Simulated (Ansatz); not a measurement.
`[NH2][Sn][O][SiH3]` + H–F → `[F][Sn][O][SiH3]` + NH₃  (ligand exchange at the Sn–N bond)

Gas-phase electronic energies from Ansatz, PBE0-D4/def2-TZVP geometries. CCSD(T)/CBS adds triple-zeta CCSD(T) − MP2 to the extrapolated MP2 energy (def2 sets, frozen cores). This one scheme is used for every species. Functionals use def2-TZVPP. B3LYP here is the variant with VWN-RPA as its local correlation; programs differ in this. HSE06 is defined as in plane-wave codes. def2 core potentials past Kr. For Sn outer-core shells are correlated without core-valence functions, which leaves a few kJ/mol of doubt a bond. Each species was taken in one conformer, which may not be the lowest.

CCSD(T)/CBS gives -68.0 kJ/mol.

(1) Another level gave -77.9 kJ/mol. Which?
A. B3LYP/def2-TZVPP
B. PBE/def2-TZVPP
C. PBE-QIDH/def2-TZVPP
D. HSE06/def2-TZVPP

Largest T1 diagnostic among the species: 0.016.

Results:

(1) B. PBE -77.9, PBE-QIDH -66.7, HSE06 -72.6, B3LYP -82.9 kJ/mol.

From PBE to PBE0 (25 % exact exchange), in def2-TZVPP and without D4, ΔE moves by +4.8 kJ/mol. Leaving LDA and LC-ωPBE aside and taking each functional with its dispersion term where it has one, the values, not all of them listed here, spread over 18.3 kJ/mol, from B97M-V to PBE-QIDH. LDA lies +15.1 kJ/mol from PBE without D4. The D4 term adds +7.2 kJ/mol with B3LYP and +3.9 kJ/mol with PBE0; it sums over pairs of atoms, weighted by their polarisabilities, and B3LYP, whose exchange is more repulsive, gets the larger term.
